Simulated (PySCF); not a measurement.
## Working out the ionisation energy of Ti⁺

Ti⁺ [Ar] 3d2 4s1 (4F) → Ti²⁺ [Ar] 3d2 (3F). Computed with PySCF 2.14 in jorge-DZP-DKH (8s6p2d1f, 43 functions), with the spin-free X2C one-electron Hamiltonian (Gaussian nucleus). Frozen: [Ar]. Energies in hartree (1 hartree = 27.21139 eV):

```
             part  Ti⁺ (lower)  Ti²⁺ (upper)
              UHF  -852.513546   -852.038906
MP2 opposite-spin     0.000000      0.000000
    MP2 same-spin    -0.006980     -0.002412
```

Problem. What does Hartree-Fock give?

Solution. (-852.038906) − (-852.513546) = 0.474640 hartree = 12.916 eV.

Problem. What do MP2 and SCS-MP2 (6/5 opposite-spin, 1/3 same-spin) give?

Solution. The opposite-spin parts differ by 0.000 eV and the same-spin parts by 0.124 eV. MP2: 12.916 + (0.000) + (0.124) = 13.040 eV. SCS-MP2: 12.916 + 1.2 × (0.000) + (0.124)/3 = 12.957 eV.

Reference: 13.575 eV (measured; NIST Atomic Spectra Database, ionization energies), between the lowest levels; spin-orbit coupling is absent from the calculation.

A double-zeta basis recovers only part of the correlation energy.

What remains against the reference includes basis incompleteness, the frozen core and correlation beyond second order.
